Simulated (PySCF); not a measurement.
SeFI, SMILES [Se](F)I. Atoms are numbered in the order given.

```xyz
3

Se     0.4126    -1.3048     0.0000
F     -1.2428    -1.9331     0.0000
I     -0.0537     1.1653     0.0000
```
Charge 0, spin multiplicity 1.

Geometry optimised at B3LYP-D3(BJ)/def2-TZVP. The def2 effective core potentials stand for the cores of I; spin–orbit coupling is left out.

Level of theory: PBE0/def2-TZVPD run with PySCF.

Mulliken values depend strongly on the basis, most of all with diffuse functions as here. ESP charges are fitted to the potential on shells at 1.4 to 2.0 van der Waals radii. Atomic charges (e):

```tsv
atom	ESP fit	Mulliken
Se1	(withheld)	0.26
F2	(withheld)	-0.29
I3	(withheld)	0.03
```

Q: What belongs in the gaps? (The exact figures need the calculation; the answer reports its results.)

A: 
- Se1, ESP fit: 0.15
- F2, ESP fit: -0.16
- I3, ESP fit: 0.01
